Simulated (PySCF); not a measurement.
B(H)(Me)(tBu), SMILES CBC(C)(C)C (GFN2-xTB optimised geometry):

```
19

B      0.814    -0.634     0.000
H      1.987    -0.634     0.000
C      0.043    -2.000    -0.024
H      0.625    -2.824    -0.431
H     -0.907    -1.963    -0.553
H     -0.197    -2.269     1.006
C      0.054     0.767     0.000
C      0.855     1.862     0.720
C     -0.075     1.168    -1.485
C     -1.353     0.726     0.610
H      0.349     2.824     0.643
H      1.848     1.962     0.288
H      0.966     1.620     1.775
H      0.905     1.236    -1.953
H     -0.665     0.436    -2.033
H     -0.565     2.137    -1.568
H     -1.987     0.015     0.086
H     -1.306     0.435     1.657
H     -1.824     1.707     0.550
```

Calculation: PBE0/def2-SVP in PySCF.

**Question.** What are the frontier orbital energies and the dipole moment?

**Answer.** HOMO-2 -9.11 eV, HOMO-1 -8.55 eV, HOMO -7.87 eV, LUMO -0.69 eV, LUMO+1 1.69 eV; dipole moment 0.45 D.

On the same geometry PBE/def2-SVP run with PySCF gives HOMO-2 -7.71 eV, HOMO-1 -7.14 eV, HOMO -6.51 eV, LUMO -1.70 eV, LUMO+1 0.86 eV; dipole moment 0.50 D.

Meta-Löwdin charges at PBE0/def2-SVP: B1 0.16, H2 -0.01, C3 -0.42, H4 0.11, H5 0.11, H6 0.13, C7 -0.03, C8 -0.29, C9 -0.29, C10 -0.29, H11 0.09, H12 0.09, H13 0.09, H14 0.10, H15 0.09, H16 0.10, H17 0.09, H18 0.09, H19 0.09.
